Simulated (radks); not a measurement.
Values are calculated unless marked as measured or tabulated.
All-electron atom: Mn I in [Ar] 3d5 4s2. Level of theory: scalar-relativistic Kohn-Sham, r2SCAN, spin-polarised, spherical densities, finite nucleus; open shells are filled with parallel spins first; meta-GGA in the generalised Kohn-Sham scheme; Fermi nuclear charge, rms radius 3.7057 fm (a radial shooting solver on a logarithmic mesh with Libxc functionals).

Unscreened Slater integrals over Kohn-Sham orbitals (cm^-1). They are taken over the spin-up orbitals.

F0(4s,4s): 66971
F0(4s,3d): 84696
G2(4s,3d): 11016
F0(4s,3p): 86998
G1(4s,3p): 4839.3
F0(4s,3s): 87382
G0(4s,3s): 3425.1
F0(3d,3d): 174380
F2(3d,3d): 79173
F4(3d,3d): 48989
F0(3d,3p): 193930
F2(3d,3p): 90457
G1(3d,3p): 112320
G3(3d,3p): 67664
F0(3d,3s): 198750
G2(3d,3s): 84924
F0(3p,3p): 219630
F2(3p,3p): 110000
F0(3p,3s): 225720
G1(3p,3s): 149770
F0(3s,3s): 232410

Derived for the open shells (J is the average intra-shell exchange parameter used in DFT+U). 3d: Racah B = F2/49 - 5 F4/441 = 1060 cm^-1, C = 35 F4/441 = 3888 cm^-1, C/B = 3.67, F4/F2 = 0.619, J = (F2 + F4)/14 = 9154 cm^-1.
